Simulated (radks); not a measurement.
Charge is removed step by step from the 3s down level of I40+, starting from [Ne] 3s(up 1, down 1) 3p1. Calculated with a radial shooting solver on a logarithmic mesh with Libxc functionals: scalar-relativistic Kohn-Sham, BLYP, spin-polarised, spherical densities, finite nucleus; open shells are filled with parallel spins first (spin-orbit coupling, left out, can overturn this in heavy ions); Fermi nuclear charge, rms radius 4.75 fm.

\begin{tabular}{lrrr}
removed (e) & E - E(0) (eV) & eigenvalue (eV) & E minus straight line (eV) \\ \hline
0 & 0.000 & -2982.5 & 0.000 \\
0.125 & 373.31 & -2991.6 & -3.914 \\
0.25 & 747.75 & -3000.7 & -6.692 \\
0.375 & 1123.3 & -3009.7 & -8.344 \\
0.5 & 1500.0 & -3018.6 & -8.878 \\
0.625 & 1877.8 & -3027.4 & -8.303 \\
0.75 & 2256.7 & -3036.2 & -6.623 \\
0.875 & 2636.7 & -3044.9 & -3.844 \\
1 & 3017.8 & -3052.7 & 0.000 \\
\end{tabular}

Removing the whole electron costs 3017.8 eV by Delta-SCF, against 2982.5 eV from minus the eigenvalue at the starting occupation. Slater's transition state (half an electron removed) gives 3018.6 eV. Integrating minus the eigenvalue over the occupation (Janak's theorem) gives 3018.4 eV. In this scalar-relativistic scheme the density is built from large components alone, so the theorem holds only approximately. The mean slope of the eigenvalue, de/dn, is 70.2 eV per electron.
